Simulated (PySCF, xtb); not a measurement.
Ta(F)4(SH) (F4HSTa), SMILES [F][Ta]([F])([F])([SH])[F], multiplicity 1. Other conformers were not sampled.

Harmonic wavenumbers (cm⁻¹) from GFN2-xTB run with xtb 6.7.1 at its own minimum, in rising order: 97, 104, 155, 172, 175, 196, 219, 266, 302, 408, 455, 465, 504, 681, 2426.

**Question.** What does PySCF with B3LYP-D3(BJ)/def2-SVP give at its own minimum? (An estimate is asked for; the answer gives what the named calculation found.)

**Answer.** 94, 115, 173, 180, 189, 241, 247, 354, 382, 657, 676, 696, 709, 714, 2673. Paired by order, the mean absolute difference is 99 cm⁻¹ and the zero-point energies are 9.5 and 11.6 kcal/mol.
